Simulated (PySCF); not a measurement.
# Multinuclear NMR of C₇H₈O₂

Geometry:
```csv
atom,x (Å),y (Å),z (Å)
O1,3.078,-2.021,-0.046
C2,2.300,-1.111,-0.051
C3,2.483,0.276,0.444
C4,1.356,0.942,0.228
C5,0.351,0.023,-0.400
C6,-0.885,-0.161,0.459
C7,-2.021,0.807,0.325
C8,-2.172,-0.596,-0.176
O9,1.046,-1.206,-0.552
H10,3.401,0.612,0.884
H11,1.118,1.964,0.458
H12,0.054,0.371,-1.399
H13,-0.655,-0.545,1.444
H14,-1.929,1.601,-0.400
H15,-2.550,1.097,1.219
H16,-2.802,-1.277,0.374
H17,-2.179,-0.762,-1.241
```

Computational details: structure optimised with GFN2-xTB, shieldings: GIAO PBE0/pcSseg-1, in PySCF 2.14 (relativity neglected, gas phase, a single conformation).

Question: What are the 17O shifts?

Answer: 
```csv
atoms,environment,σ (ppm),δ (ppm)
O1,ester carbonyl oxygen,-88.1,347.0
O9,ester alkoxy oxygen,98.0,177.4
```

Shieldings were converted by a linear fit to measured shifts: 17O: δ = 266.70 − 0.911σ (rms 10.7 ppm, 155 shifts, 12.2 ppm with the 3 outliers that the fit left out vs liquid water, solution or neat liquid). A few per cent of atoms miss by over 2 rms, more outside the fitted compound classes.

On a 600 MHz spectrometer 17O resonates near 81.3 MHz, so 1 ppm is 81.3 Hz.
